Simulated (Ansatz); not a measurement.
Isolated molecules relaxed with PBE0-D4/def2-TZVP in Ansatz; ΔE leaves out vibrations. CCSD(T)/CBS is the MP2 limit (def2-TZVPP, def2-QZVPP) plus CCSD(T) − MP2 in def2-TZVPP, frozen cores. This one scheme is used for every species. DFT in def2-TZVPP. HSE06 is defined as in plane-wave codes. Each species was taken in one conformer, which may not be the lowest.

Reaction (hydrogenolysis of a P–Si bond): `F[SiH]([SiH3])P` + H₂ → PH₃ + `F[SiH2][SiH3]`

CCSD(T)/CBS gives +1.4 kcal/mol.

Another level gave +1.1 kcal/mol. Which?
A. HSE06/def2-TZVPP
B. HF/def2-TZVPP
C. SCS-MP2/def2-TZVPP
D. revPBE-D4/def2-TZVPP

A. HSE06 1.1, SCS-MP2/def2-TZVPP -0.8, HF/def2-TZVPP -6.9, revPBE-D4 5.0 kcal/mol.

Largest T1 diagnostic among the species: 0.014.

In def2-TZVPP, CCSD(T) changes the Hartree–Fock value by +6.9 kcal/mol (the triples alone add +1.5 kcal/mol) and MP2 by +8.4 kcal/mol. Leaving LDA and LC-ωPBE aside and taking each functional with its dispersion term where it has one, the values, not all of them listed here, spread over 5.8 kcal/mol, from CAM-B3LYP-D4 to revPBE-D4. LDA lies +0.9 kcal/mol from PBE without D4.
